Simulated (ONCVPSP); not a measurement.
Before and after: ONCV potential for hydrogen

```
Element                 : hydrogen
Generator               : ONCVPSP 4.0.1
Type                    : optimised norm-conserving Vanderbilt (ONCV)
Functional              : PBE
Relativity              : non-relativistic
Frozen core             : none
Valence charge          : 1
Reference configuration : 1s1
Partial waves           : 1s: rc 1.00 bohr, ncon 4, nbas 7, qcut 7.4 1/bohr, 2 projectors, debl 3.4 Ha; p scattering state at 0.18 Ha: rc 0.90 bohr, ncon 4, nbas 9, qcut 7.8 1/bohr, local
Local potential         : the p channel
Core correction         : none
```

All-electron outer shells of the reference configuration (PBE, non-relativistic, ld1.x):

```
shell  level (eV)  outermost node (bohr)  outermost maximum (bohr)
   1s       -6.49                      –                      1.03
```

Change: s: rc 1.22.

Cutoffs: the cutoffs (Ha) at which the residual kinetic energy of the hardest occupied pseudo-wave falls to 1 and 0.1 mHa per electron; they do not see the model core or the augmentation charge, which bear on the density cutoff. Errors are all-electron minus pseudo energies relative to the spin-unpolarised reference configuration.

Question: What does the change do?

Answer: The potential gets softer (18 Ha and 27 Ha → 16 Ha and 22 Ha); neither file shows a bound ghost. A larger radius leaves more room for a smooth pseudo-wave, so fewer plane waves are needed.

```csv
quantity,base,changed
"cutoff, loose",18 Ha,16 Ha
"cutoff, tight",27 Ha,22 Ha
bound ghosts,none,none
GHOST(+) flags under 300 eV,none,none
"error for 1s0.5, meV [ΔE 4.76 eV]",+0.9,+1.7
p: phases at 0.91 bohr within 0.05 rad from the reference energy up to (Ha; the scan ends near 5),to the end of the scan,to the end of the scan
```
